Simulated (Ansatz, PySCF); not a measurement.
Species: TeF3 (charge -1, singlet). 
Coordinates optimised at B3LYP-D3(BJ)/def2-TZVP (Ansatz, a program for electronic structure):
```
Te
F 1 1.9467
F 1 2.0657 2 85.36
F 1 2.0657 2 85.36 3 -180.00
```
Charge -1, spin multiplicity 1.

Total electronic energies in hartree. Correlated levels leave the core frozen unless marked. No spin-orbit coupling. The frozen core is the preceding noble-gas configuration, with the filled d and f shells of earlier blocks. In def2 rows, elements after Kr have scalar-relativistic effective core potentials. Basis-set limits of correlation are two-point, X^-3; Hartree-Fock from the larger set. The bracket is a focal-point correction in the basis named.

| level | program | energy (Eh) |
|---|---|---|
| HF-D4/def2-TZVPD | PySCF + dftd4 | -565.52454 |
| SVWN5/def2-TZVPD | Ansatz | -565.55034 |
| B3LYP-D3(BJ)/def2-TZVPD | Ansatz + dftd3 | -567.90186 |
| PBE0-D4/def2-TZVP | Ansatz + dftd4 | [?] |
| B2GP-PLYP-D4/def2-TZVPD | Ansatz + dftd4 | [?] |
| RI-MP2/def2-QZVPP | Ansatz | -566.54741 |
| SCS-MP2/def2-TZVPPD | Ansatz | -566.42333 |
| CCSD/def2-SVP | Ansatz | -565.77216 |
| RI-MP2/CBS(def2-TZVPPD,def2-QZVPPD)+[CCSD(T)-MP2]/def2-TZVPPD | Ansatz | -566.6480 |

Fill in the missing entries.


- PBE0-D4/def2-TZVP, energy (Eh): -567.51769
- B2GP-PLYP-D4/def2-TZVPD, energy (Eh): -567.25315
